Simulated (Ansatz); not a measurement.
CH7BGe (`C[BH][GeH3]`), 10 atoms. Charge 0, multiplicity 1. Correlated methods include outer-core shells of Ge, which these sets cover unevenly. Scalar relativity is left out up to krypton. All runs use 2 threads of a server CPU on a shared host. Correlated methods freeze the cores.

(1) Give the basis size and wall time and peak host memory of each of these runs in Ansatz. RKS revPBE-D4/def2-TZVPP energy; RKS ωB97M-V/def2-SVP energy; RKS PBE0-D4/def2-TZVP frequencies; RKS PBE0-D4/def2-SVP energy; RKS PBE0-D4/def2-QZVPP energy; RKS HSE06-D4/def2-TZVPP energy; RKS ωB97M-V/def2-QZVPP energy; RKS CAM-B3LYP-D4/def2-TZVPP energy; direct RPA on PBE orbitals/def2-TZVPP energy; RHF-CCSD(T)/def2-TZVPP energy; RKS PBE0-D4/def2-TZVP relaxation (14 steps); RHF-MP2/def2-QZVPP energy. (An estimate is asked.)

Answers

(1) Ansatz gave: Other jobs shared the machine, so times are rough.

| level | job | functions | wall time | peak host memory (GiB) |
| --- | --- | --- | --- | --- |
| RKS PBE0-D4/def2-SVP | energy | 95 | 1.6 s | 0.18 |
| RKS revPBE-D4/def2-TZVPP | energy | 208 | 2.8 s | 0.22 |
| RKS HSE06-D4/def2-TZVPP | energy | 208 | 4.1 s | 0.44 |
| RKS CAM-B3LYP-D4/def2-TZVPP | energy | 208 | 4.6 s | 0.47 |
| RKS ωB97M-V/def2-SVP | energy | 95 | 6 s | 0.27 |
| direct RPA on PBE orbitals/def2-TZVPP | energy | 208 | 6 s | 0.39 |
| RKS PBE0-D4/def2-QZVPP | energy | 413 | 10 s | 1.2 |
| RKS ωB97M-V/def2-QZVPP | energy | 413 | 26 s | 1.4 |
| RHF-MP2/def2-QZVPP | energy | 413 | 28 s | 2 |
| RKS PBE0-D4/def2-TZVP | relaxation (14 steps) | 152 | 51 s | 0.32 |
| RHF-CCSD(T)/def2-TZVPP | energy | 208 | 110 s | 2.8 |
| RKS PBE0-D4/def2-TZVP | frequencies | 152 | 2.3 min | 0.33 |

HSE06 is defined as in plane-wave codes.
